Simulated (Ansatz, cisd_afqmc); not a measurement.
System: Si, charge 0, triplet.

Total energies in def2-TZVPP, 4 correlated electrons, 5 frozen orbitals. Open shells are spin-unrestricted; no spin-orbit coupling. Correlated methods leave the cores frozen. No relativity. The Monte Carlo rows (phaseless AFQMC, CISD trial, step 0.005/hartree) carry one-sigma bars that omit the constraint's bias. Outlying blocks are dropped, and bars are widened where a walk drifts. Over all cases where full CI ran beside it in this data, AFQMC minus full CI had a median of +0.1 mEh and passed +0.4 mEh in a tenth of the cases. Full CI freezes restricted core orbitals and the other rows unrestricted ones, which leaves a small offset even where coupled cluster is exact.

| method | program | energy (Eh) | error against FCI (mEh) |
|---|---|---|---|
| HF | Ansatz | -288.85084 | 77.63 |
| MP2 | Ansatz | -288.90688 | 21.59 |
| CCSD | Ansatz | -288.92521 | 3.25 |
| CCSD(T) | Ansatz | -288.92770 | 0.76 |
| CCSDT(Q) | Ansatz | -288.92853 | -0.06 |
| CCSDTQ | Ansatz | -288.92854 | -0.08 |
| AFQMC/CISD | cisd_afqmc | -288.9281 ± 0.0001 | 0.3 ± 0.1 |
| FCI | Ansatz | -288.92847 | 0.00 |

Ansatz is an electronic-structure program.
